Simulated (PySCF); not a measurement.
Electron correlation in Sn⁺ (tin, charge +1)

Starting occupation: [Kr] 4d10 5s2 5p1, 5p1/2 with m_j = +1/2. Computed with PySCF 2.14 in x2c-TZVPall-2c with one added diffuse shell each of s, p, d, f type (9s10p6d3f, 90 functions), with X2C-1e with screened-nucleus spin-orbit coupling, Gaussian nucleus. Frozen: [Ar] 3d10; 21 electrons correlated; the 6 highest virtual spinors left out.

MP2 pair energies summed by pair of shells (mhartree):

| pair | energy | share (%) |
| --- | --- | --- |
| 4d3/2-4d5/2 | -82.28 | 20.7 |
| 4d5/2-4d5/2 | -59.99 | 15.1 |
| 4d5/2-5s1/2 | -38.68 | 9.7 |
| 4d5/2-4p3/2 | -25.89 | 6.5 |
| 4d3/2-4d3/2 | -25.24 | 6.3 |
| 4d3/2-5s1/2 | -25.13 | 6.3 |
| 5s1/2-5s1/2 | -17.76 | 4.5 |
| 4d3/2-4p3/2 | -17.52 | 4.4 |
| 5p1/2-5s1/2 | -12.84 | 3.2 |
| 4d5/2-4p1/2 | -12.22 | 3.1 |
| 4d5/2-5p1/2 | -9.69 | 2.4 |
| 4p3/2-4p3/2 | -9.67 | 2.4 |
| 4p1/2-4p3/2 | -9.44 | 2.4 |
| 4d5/2-4s1/2 | -8.29 | 2.1 |
| 4d3/2-4p1/2 | -7.82 | 2.0 |
| 4p3/2-4s1/2 | -6.65 | 1.7 |
| 4d3/2-5p1/2 | -6.62 | 1.7 |
| 4d3/2-4s1/2 | -5.48 | 1.4 |
| 4p3/2-5s1/2 | -5.07 | 1.3 |
| 4p1/2-4s1/2 | -3.24 | 0.8 |
| 4p1/2-4p1/2 | -2.15 | 0.5 |
| 4p1/2-5s1/2 | -2.11 | 0.5 |
| 4s1/2-4s1/2 | -1.62 | 0.4 |
| 4p3/2-5p1/2 | -1.41 | 0.4 |
| 4s1/2-5s1/2 | -0.69 | 0.2 |
| 4p1/2-5p1/2 | -0.47 | 0.1 |
| 4s1/2-5p1/2 | -0.19 | 0.0 |

Total MP2 correlation energy: -398.16 mhartree.

This basis was not built for core-valence correlation, so the inner-shell part is incomplete.
